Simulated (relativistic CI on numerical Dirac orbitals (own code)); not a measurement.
# Hyperfine structure of Au38+, mass number 197

Method of calculation: Dirac-Coulomb-Breit CI, KLI orbitals optimised for each configuration, model QED, unscaled Slater integrals (own radial code, finite nucleus).

CI space (outside the closed core [Ar] 3d10): 4s²4p⁶4d⁵, 4s²4p⁶4d⁴4f, 4s²4p⁵4d⁶, 4s4p⁶4d⁵4f, 4p⁶4d⁷, 4p⁵4d⁸, 4s²4p⁶4d³5s², 4s²4p⁶4d²4f5s², 4s4p⁶4d³4f5s². Double excitations out of closed p, d and f shells are left out; levels of such configurations are missing from the list, as are those of other unlisted configurations, and high levels can miss mixing partners.

Nuclear spin I = 3/2, μ = 0.1452 μN, Q = 0.547 b (tables of Stone and Pyykkö). The electronic factors are computed for point nuclear moments, without core polarisation or the Bohr-Weisskopf and QED corrections.

```
           Level   E (eV)  A (MHz)  B (MHz)
 4s²4p⁶4d⁵ ²D3/2  38.3786     3140   -14500
 4s²4p⁶4d⁵ ⁴D7/2  47.6831     1227     -968
4s²4p⁶4d⁵ ²I11/2  48.2408     1792      325
 4s²4p⁶4d⁵ ⁴G9/2  49.1000     1549    -1860
```

Levels with J = 0, under 50 % of one LS term, or S terms without an open s electron are left out. Small factors come from cancelling terms and can be off by tens of per cent or more.

At this charge energies of transitions that change n are usually good to better than 1 %, and those within a shell (Δn = 0) to a few per cent. Terms inside the open d or f shell come out 10 to 20 % too wide with unscaled integrals.

(1) Give the hyperfine levels of 4s²4p⁶4d⁵ ²D3/2 relative to its centre of gravity.

Results:

(1) With K = F(F + 1) − I(I + 1) − J(J + 1), E = AK/2 + B[¾K(K + 1) − I(I + 1)J(J + 1)]/[2I(2I − 1)J(2J − 1)]: F = 0: -29930, F = 1: -12270, F = 2: 8537, F = 3: 3435 MHz.

LS names give the leading component of a level, which can be under half, so a name can repeat, a term be missing and a line seem to break the LS rules.
